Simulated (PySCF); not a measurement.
Caesium: a sound run and one with changed settings

Sound run: Cs⁺ [Xe], Cs²⁺ [Kr] 4d10 5s2 5p5. Computed with PySCF 2.14 in Sapporo-DKH3-DZP-2012, with scalar relativity by spin-free X2C-1e. The sound run starts from symmetry-adapted Hartree-Fock orbitals and uses a fine grid where one is needed.

Changed run: radial step 1.2 in ln r (0.13 in the sound run). This setting is unsound on purpose.

| species | method | sound run (hartree) | changed run (hartree) | converged |
| --- | --- | --- | --- | --- |
| Cs⁺ | UHF | -7782.51031 | -7782.51031 | yes |
| Cs⁺ | TPSS | -7785.21875 | -7825.70210 | yes |
| Cs⁺ | M06-2X | -7786.26127 | -7800.86874 | yes |
| Cs²⁺ | UHF | -7781.67693 | -7781.67693 | yes |
| Cs²⁺ | TPSS | -7784.35181 | -7824.66896 | yes |
| Cs²⁺ | M06-2X | -7785.39563 | -7799.99278 | yes |

Ionisation energy of Cs⁺:

```
method  sound run (eV)  changed run (eV)
   UHF          22.677            22.677
  TPSS          23.591            28.113
M06-2X          23.555            23.836
```

A coarse radial grid mis-integrates the density and the exchange-correlation energy, with errors of either sign; Hartree-Fock needs no grid.

For comparison, NIST gives 23.157 eV between the lowest levels.
